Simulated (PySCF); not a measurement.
**Electric field gradients and quadrupole coupling constants**

Species: C₄H₁₀ClNSi₂.
Numbering: `[N:1]#[C:2][CH2:3][C@@H:4]([CH2:5][Cl:6])[SiH2:7][SiH3:8]` (hydrogens: H9, H10 on C3; H11 on C4; H12, H13 on C5; H14, H15 on Si7; H16, H17, H18 on Si8)

Geometry (GFN2-xTB, Å), atoms numbered from 1 in this order:
```
atom  x, y, z in Å
N1    -2.3103   -1.4646   -2.2209
C2    -2.1023   -0.5552   -1.5601
C3    -1.8499    0.5824   -0.7151
C4    -0.6566    0.3450    0.2225
C5    -0.9812   -0.8151    1.1447
Cl6    0.3944   -1.1534    2.2249
Si7    0.9901    0.0297   -0.7357
Si8    2.8474    0.4952    0.5583
H9    -1.6510    1.4456   -1.3553
H10   -2.7623    0.7844   -0.1413
H11   -0.5486    1.2471    0.8345
H12   -1.1657   -1.7266    0.5744
H13   -1.8418   -0.6115    1.7866
H14    0.8849   -1.3445   -1.2364
H15    0.8664    0.8980   -1.9201
H16    2.5463    1.3882    1.6813
H17    3.4700   -0.7096    1.1034
H18    3.8615    1.1713   -0.2572
```

Field gradients from the PBE0/pcSseg-1 density (PySCF, non-relativistic), principal values in atomic units, ordered |Vxx| ≤ |Vyy| ≤ |Vzz|:

| atom | Vxx | Vyy | Vzz |
| --- | --- | --- | --- |
| N1 | 0.4702 | 0.5076 | -0.9778 |
| Cl6 | -1.7763 | -2.0394 | 3.8157 |

Find the asymmetry η = (Vxx − Vyy)/Vzz and the couplings χ = eQV/h (234.96 MHz × Q in barn × V in au), with Q(14N) = 0.02044 b, Q(35Cl) = −0.0817 b.

```json
{"atom": "N1", "environment": "nitrile nitrogen", "nucleus": "14N", "η": "0.04", "χzz (MHz)": "-4.696", "χxx (MHz)": "2.258", "χyy (MHz)": "2.438"}
{"atom": "Cl6", "environment": "alkyl chlorine", "nucleus": "35Cl", "η": "0.07", "χzz (MHz)": "-73.25", "χxx (MHz)": "34.10", "χyy (MHz)": "39.15"}
```

The gradient is axial or nearly so (η below 0.05) at N1. The tensor is traceless: Vxx + Vyy + Vzz = 0.

What is Vzz at N1 in SI units (1 au = 9.71736 × 10²¹ V/m²)?

-0.9778 au = -9.502 × 10²¹ V/m².

And the gradient at the other heavy atoms, for which no coupling is worked out here?

```csv
atom,environment,Vzz (au),η
C2,nitrile carbon,-0.401,0.02
C3,sp3 carbon next to a nitrile,0.160,0.51
C4,sp3 carbon bound to silicon,-0.155,0.75
C5,sp3 C–Cl carbon,0.473,0.22
Si7,SiH2 silicon,0.235,0.41
Si8,SiH3 silicon,0.084,0.60
```

What couplings would deuterons (Q(2H) = 0.00286 b) have in place of the hydrogens, at this geometry?

```tsv
atom	bonded to	bond length (Å)	Vzz (au)	η	χzz (kHz)
H9	C3	1.093	0.2969	0.03	200
H10	C3	1.097	0.2915	0.03	196
H11	C4	1.095	0.2967	0.04	199
H12	C5	1.091	0.2907	0.06	195
H13	C5	1.093	0.2951	0.06	198
H14	Si7	1.466	0.1615	0.04	109
H15	Si7	1.474	0.1569	0.04	105
H16	Si8	1.466	0.1635	0.02	110
H17	Si8	1.462	0.1664	0.01	112
H18	Si8	1.467	0.1622	0.00	109
```

One conformer (not necessarily the lowest) at the GFN2-xTB geometry, without solvent, vibrations or thermal averaging. GFN2-xTB bond lengths can be off by several hundredths of an ångström, more for odd bonds, and the gradients follow them. These gradients aren't converged with respect to the basis.
